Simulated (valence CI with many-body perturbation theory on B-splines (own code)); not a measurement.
## Sensitivity of CI+MBPT for Sr³²⁺

Computed by valence CI with perturbative core correlation (CI+MBPT): four valence electrons over a frozen Dirac-Fock core [He], a basis of 6 s, 6 p, 5 d, 3 f, 1 g functions for each j, with the one-electron correlation potential Σ1 (screened to all orders), the two-electron term Σ2, the three-electron term Σ3, Breit, model QED; selected single and double excitations, second order for the rest, scaled by the run's own slope (own B-spline code, finite nucleus).

No measured spectrum was set against this ion. As an estimate, large intervals hold to a few tenths of a per cent, small ones and those within an open d or f shell to about a per cent.

The reference run has the lowest level (2s^2 2p1/2^2) J=0 and an ionisation energy of 4060.18 eV. Its largest variational space holds 11508 state functions.

Levels are named by their leading jj configuration (3d3/2^4 stands for four electrons in 3d with j = 3/2), which in mixed levels can hold well under half, so a name can repeat and another be missing. Letters in brackets count levels of one name in rising energy.

Changed runs:
A. size limit of the variational space 10000 → 1500; cutoff of virtual states (hartree) 2888 → 2160
B. scale of Σ1 1 → 0; scale of Σ2 1 → 0; three-electron term on → off
C. size limit of the variational space 10000 → 1500; scale of Σ1 1 → 0.9; second order for the rest on → off
D. correlating orbitals by l 3 3 3 2 1 → 2 2 1 1 0; natural orbitals for correlation on → off (bad on purpose)

Excitation energies of the reference run in cm⁻¹, and shifts in cm⁻¹:

| Level | Reference | A | B | C | D |
| --- | --- | --- | --- | --- | --- |
| (2s^2 2p1/2 2p3/2) J=1 | 516594 | -38 | -162 | +3177 | -489 |
| (2s^2 2p1/2 2p3/2) J=2 | 604858 | -40 | -198 | +3038 | +817 |
| (2s^2 2p3/2^2) J=2 | 1184060 | -56 | -508 | +2956 | +514 |
| (2s 2p1/2^2 2p3/2) J=2 | 1375200 | -56 | +1944 | +1859 | -3552 |
| (2s^2 2p3/2^2) J=0 | 1390260 | -33 | -876 | -56 | +809 |
| (2s 2p1/2^2 2p3/2) J=1 | 1741650 | -62 | +3177 | +2426 | +3042 |
| (2s 2p1/2 2p3/2^2) J=2 [a] | 1939050 | -75 | +2155 | +2429 | -226 |
| (2s 2p1/2 2p3/2^2) J=3 | 2093230 | -90 | +2289 | +2934 | +1288 |
| (2s 2p1/2 2p3/2^2) J=0 | 2275970 | -61 | +2048 | +312 | +2210 |
| (2s 2p1/2 2p3/2^2) J=1 [a] | 2330760 | -83 | +3060 | +2309 | +2768 |
| (2s 2p1/2 2p3/2^2) J=2 [b] | 2400760 | -95 | +3469 | +3385 | +4324 |
| (2s 2p1/2 2p3/2^2) J=1 [b] | 2474840 | -90 | +4655 | +2649 | +5344 |
| Ionisation energy (eV) | 4060.18 | -0.0073 | -0.23 | -0.06 | -0.61 |
